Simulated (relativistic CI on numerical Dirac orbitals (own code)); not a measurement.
Tc³⁶⁺: what numerical and physical settings do to a radial Dirac CI calculation

Reference input:

```
atom Tc  Z=43  charge=36  electrons=7
nucleus A=97  rms_radius_fm=4.4112
hamiltonian dirac-coulomb  breit=on  qed=on  c_scale=1
orbitals kli  potential=per-configuration
slater_scale 1
correlation none
mixing on
grid step=0.0125 r_max=3.3
scf mixing=0.4 start=green max_iterations=150 tolerance=2e-08 node_fill=0.05
configurations
  [He] 2s2 2p3
  [He] 2s 2p4
  [He] 2p5
end
```

Computed lowest total energy -2889.67231 Ha, first excitation 891714.3 cm⁻¹, 24 SCF steps. Runs with settings changed; * marks those that are bad on purpose (the QED terms keep the true α when c is scaled):

| Changed | Outcome | Lowest level | ΔE (Ha) | First excitation (cm⁻¹) | SCF steps | Message |
| --- | --- | --- | --- | --- | --- | --- |
| QED terms off, Slater scale 0.5, grid step 0.008 | converged | 2s2 2p3 2P°_3/2 | -1.65 | 949016.4 | 25 |  |
| speed of light × 10 | converged | 2s2 2p3 4S°_3/2 | 67.8 | 274862.8 | 25 |  |
| Breit term off | converged | 2s2 2p3 2P°_3/2 | -1.82 | 907883.0 | 24 |  |
| QED terms off, SCF tolerance 0.0001, nuclear radius 4.8523 fm | converged | 2s2 2p3 2P°_3/2 | -1.69 | 889654.2 | 15 |  |
| Slater scale 0 * | converged | 2s2 2p3 2P°_3/2 | 0.0295 | 1018371.7 | 24 |  |
| iteration limit 1 * | not converged |  |  |  | 1 | SCF of 1s2 2s2 2p3 did not converge |
